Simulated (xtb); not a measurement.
Br2Hg, triplet, at a GFN2-xTB geometry (such geometries of metal compounds can be far from the true shape) (a higher spin typed on purpose: for a closed-shell molecule this is an excited state); GFN1-xTB run with xtb.

xtb was given this input:
```
$ xtb mol.xyz --gfn 1 --uhf 2 --grad --json

# file mol.xyz
3

Hg     0.93291155     0.23510093     0.18600654
Br    -1.24373165     1.56232255    -1.63638007
Br    -0.88863761    -2.09969611     1.21122227
```

Output, abridged:

```
   ID    Z sym.   atoms
    1   80 Hg     1
    2   35 Br     2, 3

           -------------------------------------------------
          |                Calculation Setup                |
           -------------------------------------------------

molecular fragmentation (1/2 indicates fragments):
112
# atoms in fragment 1/2:     2     1
 fragment masses (1/2) :      280.50       79.90
CMA distance (Bohr)    :   6.321
constraining FC (au)   :  0.0500

           -------------------------------------------------
          |                 G F N 1 - x T B                 |
           -------------------------------------------------

          ...................................................
          :                      SETUP                      :
          :.................................................:
          :  # basis functions                  24          :
          :  # atomic orbitals                  22          :
          :  # shells                            8          :
          :  # electrons                        16          :
          :  # halogen bonds                     0          :
          :  max. iterations                   250          :
          :  Hamiltonian                  GFN1-xTB          :
          :  restarted?                      false          :
          :  GBSA solvation                  false          :
          :  PC potential                    false          :
          :  electronic temp.          300.0000000     K    :
          :  accuracy                    1.0000000          :
          :  -> integral cutoff          0.2500000E+02      :
          :  -> integral neglect         0.1000000E-07      :
          :  -> SCF convergence          0.1000000E-05 Eh   :
          :  -> wf. convergence          0.2000000E-04 e    :
          :  Broyden damping             0.4000000          :
          :  net charge                          0          :
          :  unpaired electrons                  2          :
          ...................................................

 iter      E             dE          RMSdq      gap      omega  full diag
   1     -8.4927825 -0.849278E+01  0.527E+00    4.39       0.0  T
   2     -8.5857813 -0.929988E-01  0.698E-01    6.16       1.0  T
   3     -8.5860974 -0.316122E-03  0.297E-01    6.11       1.0  T
   4     -8.5839014  0.219598E-02  0.540E-01    6.13       1.0  T
   5     -8.5678431  0.160583E-01  0.153E+00    6.13       1.0  T
[...]
         :: total energy              -8.587182487645 Eh    ::
[...]
         9        1.0000           -0.4051785             -11.0255 (HOMO)
        10                         -0.1799930              -4.8979 (LUMO)
        11                         -0.1432899              -3.8991
        12                         -0.1379761              -3.7545
        13                         -0.1037680              -2.8237
        14                         -0.1031754              -2.8075
        15                         -0.1022603              -2.7826
        16                         -0.1017272              -2.7681
        17                         -0.1008765              -2.7450
        18                         -0.0978790              -2.6634
        19                         -0.0953905              -2.5957
        20                         -0.0742880              -2.0215
       ...                                ...                  ...
        22                          0.0198587               0.5404
      -------------------------------------------------------------
                  HL-Gap            0.2251855 Eh            6.1276 eV
             Fermi-level           -0.3712584 Eh          -10.1025 eV

  Mulliken/CM5 charges         n(s)   n(p)   n(d)
     1Hg    0.10584  0.11858   1.635  0.259  0.000
     2Br   -0.05292 -0.05929   1.989  5.054  0.009
     3Br   -0.05292 -0.05929   1.989  5.054  0.009

Wiberg/Mayer (AO) data.
largest (>0.10) Wiberg bond orders for each atom

 ---------------------------------------------------------------------------
     #   Z sym  total        # sym  WBO       # sym  WBO       # sym  WBO
 ---------------------------------------------------------------------------
     1  80 Hg   0.923 --     3 Br   0.462     2 Br   0.462
     2  35 Br   0.709 --     1 Hg   0.462     3 Br   0.248
     3  35 Br   0.709 --     1 Hg   0.462     2 Br   0.248
 ---------------------------------------------------------------------------

Topologies differ in total number of bonds
Writing topology from bond orders to xtbtopo.mol

 dipole moment from electron density (au)
     X       Y       Z
   0.5062   0.1276   0.1009  total (Debye):    1.351

           -------------------------------------------------
          | TOTAL ENERGY               -8.587182487645 Eh   |
          | GRADIENT NORM               0.014248957653 Eh/α |
          | HOMO-LUMO GAP               6.127609863621 eV   |
           -------------------------------------------------

normal termination of xtb
```
